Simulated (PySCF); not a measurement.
Assigning NMR signals

Bonds: Si1-O3, Si1-O10, Si1-O17, O3-C4, C4-C5, C4-O6, O10-C11, C11-C12, C11-O13, O17-C18, C18-C19, C18-O20. Si1 carries H2; C5 carries H7, H8, H9; C12 carries H14, H15, H16; C19 carries H21, H22, H23.

All values are calculated (PySCF 2.14.0 with density-fitted response routines): geometry: PBE0-D3(BJ)/def2-SVP, σ from GIAO-B3LYP/pcSseg-1. Relativity neglected, equivalent nuclei averaged, one conformer, no solvent.

References, each an isolated molecule treated in the same way: 13C, 1H vs TMS.

(1) Assign these signals to the numbered atoms. 13C{1H} NMR (computed): δ 178.0 (C), 22.6 (CH3).

(2) Assign these signals to the numbered atoms. 1H NMR (400 MHz, computed): δ 5.67 (s, 1H), 2.05 (s, 9H).

Results:

(1) 
```tsv
δ (ppm)	atoms	environment	reason
178.0	C4/C11/C18	carbon bonded to C, 2 O	–
22.6	C5/C12/C19	carbon bonded to C, 3 H	–
```

(2) 
```tsv
δ (ppm)	atoms	environment	reason
5.67	H2	hydrogen on a silicon bonded to 3 O	–
2.05	H7/H8/H9/H14/H15/H16/H21/H22/H23	hydrogen on a carbon bonded to C	–
```

Shifts are as computed. Against solution values, carbons near 30 ppm lie about +2 ppm off and those near 130 ppm about +6 ppm. Of 1313 compounds with measured shifts, 239 miss one by over three times the rms of a fit or turn the order of signals round; such compounds aren't used in these exercises. Multiplicities follow the n + 1 count of equivalent neighbours, as no J values were calculated; m marks all less simple cases, F and P coupling included.
